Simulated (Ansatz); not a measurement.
Start from `OB(F)[NH][GeH3]` and change one atom or group to get `OB(F)S[SiH3]`.

Ansatz, PBE0-D4/def2-TZVP geometries, multiplicity 1. Each molecule was computed in one conformer, which needn't be the lowest.

Scalar relativity is left out up to krypton.

```json
{"property": "size of the dipole moment (B3LYP/def2-TZVPP) / D", "`OB(F)[NH][GeH3]`": "0.40"}
{"property": "HOMO–LUMO gap (PBE/def2-TZVPP) / eV", "`OB(F)[NH][GeH3]`": "5.90"}
{"property": "size of the dipole moment (ωB97M-V/def2-TZVPP) / D", "`OB(F)[NH][GeH3]`": "0.38"}
{"property": "HOMO energy (B3LYP/def2-TZVPP) / eV", "`OB(F)[NH][GeH3]`": "-7.54"}
{"property": "LUMO energy (B3LYP/def2-TZVPP) / eV", "`OB(F)[NH][GeH3]`": "0.04"}
{"property": "HOMO–LUMO gap (PBE0/def2-TZVPP) / eV", "`OB(F)[NH][GeH3]`": "8.13"}
```

Question: Give the same properties after the change, and the shifts. (Estimate.)

Answer: Ansatz gave: 
```json
{"property": "size of the dipole moment (B3LYP/def2-TZVPP) / D", "`OB(F)S[SiH3]`": "1.86", "shift": "1.46"}
{"property": "HOMO–LUMO gap (PBE/def2-TZVPP) / eV", "`OB(F)S[SiH3]`": "5.83", "shift": "-0.07"}
{"property": "size of the dipole moment (ωB97M-V/def2-TZVPP) / D", "`OB(F)S[SiH3]`": "1.89", "shift": "1.51"}
{"property": "HOMO energy (B3LYP/def2-TZVPP) / eV", "`OB(F)S[SiH3]`": "-7.55", "shift": "-0.01"}
{"property": "LUMO energy (B3LYP/def2-TZVPP) / eV", "`OB(F)S[SiH3]`": "-0.15", "shift": "-0.19"}
{"property": "HOMO–LUMO gap (PBE0/def2-TZVPP) / eV", "`OB(F)S[SiH3]`": "7.90", "shift": "-0.23"}
```

Dipoles are sizes alone; their direction can turn.

B3LYP here is the variant with VWN-RPA as its local correlation; programs differ in this.
